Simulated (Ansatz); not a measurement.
Reaction (hydrogen abstraction from the In–H bond): `[OH][InH][SH]` + `[OH]`• → `[OH][In][SH]`• + H₂O

Computed with Ansatz on PBE0-D4/def2-TZVP structures; ΔE is electronic, products minus reactants. CCSD(T)/CBS is the MP2 limit (def2-TZVPP, def2-QZVPP) plus CCSD(T) − MP2 in def2-TZVPP, frozen cores. This one scheme is used for every species. DFT in def2-TZVPP. Open shells (•) are unrestricted, without spin–orbit coupling. def2 core potentials past Kr. For In outer-core shells are correlated without core-valence functions, which leaves a few kJ/mol of doubt a bond. Each species was taken in one conformer, which may not be the lowest.

```
        species  r2SCAN-D4 energy (Eh)
`[OH][InH][SH]`             -665.45378
        `[OH]`•              -75.73060
`[OH][In][SH]`•             -664.84558
            H₂O              -76.42324
```

Question: Work out ΔE.

Answer: ΔE = (-664.84558) + (-76.42324) − (-665.45378) − (-75.73060) = -0.08444 Eh = -221.7 kJ/mol. CCSD(T)/CBS gives -222.7 kJ/mol.

Largest T1 diagnostic among the species: 0.020.

In def2-TZVPP, CCSD(T) changes the Hartree–Fock value by −71.4 kJ/mol (the triples alone add −6.8 kJ/mol) and MP2 by −95.6 kJ/mol. From PBE to PBE0 (25 % exact exchange), in def2-TZVPP and without D4, ΔE moves by +21.4 kJ/mol.
